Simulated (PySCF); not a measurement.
CH₅BrGaN. Atoms are numbered in the order given.

```xyz
9

Ga     0.5466     0.5322     0.1300
Br    -1.0877    -1.0633    -0.2564
C      0.5140     2.2330    -0.8383
H      0.5605     2.0414    -1.9212
H      1.3592     2.8747    -0.5480
H     -0.4291     2.7595    -0.6260
N      1.7556    -0.0013     1.3660
H      2.5491     0.5526     1.6747
H      1.7115    -0.9031     1.8317
```

Geometry optimised at TPSSh-D3(BJ)/def2-SVP. The structure was generated by enumeration; whether it is a known compound was not checked. Other conformers were not sampled.

Calculation: PySCF with HF/pcSseg-1.

GIAO shieldings, no solvent; atoms alike by connectivity are averaged. δ = σ(ref) − σ: ¹³C against TMS (σ = 192.6 ppm); ¹H against TMS (σ = 31.99 ppm); ¹⁵N against NH3 (σ = 267.3 ppm), references at their B3LYP-D3(BJ)/def2-TZVP geometries, non-relativistic (without spin–orbit terms, shifts of atoms bonded to Cl or Br come out too high).

Problem. Estimate the chemical shifts. (An estimate is asked for; the answer gives what the named calculation found.)

Solution. 
```csv
nucleus,atoms,count,δ (ppm)
¹³C,C3,1,-7.3
¹H,"H8, H9",2,1.90
¹H,"H4, H5, H6",3,0.50
¹⁵N,N7,1,35.8
```
